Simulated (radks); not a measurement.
Task: Coherent X-ray form factor from a spherical all-electron density. Calculated with a radial shooting solver on a logarithmic mesh with Libxc functionals: scalar-relativistic Kohn-Sham, PBE, spin-polarised, spherical densities, point nucleus.

sin(theta)/lambda (1/angstrom)  f0 (electrons)
0.05                                    14.471
0.1                                     13.177
0.15                                    11.680
0.2                                     10.367
0.25                                     9.354
0.3                                      8.600
0.4                                      7.530
0.5                                      6.656
0.6                                      5.815
0.8                                      4.278
1                                        3.125
1.25                                     2.232
1.5                                      1.753
2                                        1.334

The species is in the configuration that NIST lists as its ground one. Which atom or ion scatters so?

Result: Neutral phosphorus, [Ne] 3s2 3p3. Extrapolating in s^2 from the first two rows gives f0(0) = 14.9, near the electron count 15; among species with that count, the fall with angle is slower the higher Z, and the table is that of Z = 15; from so few rows the species is fixed only to a neighbour or two.
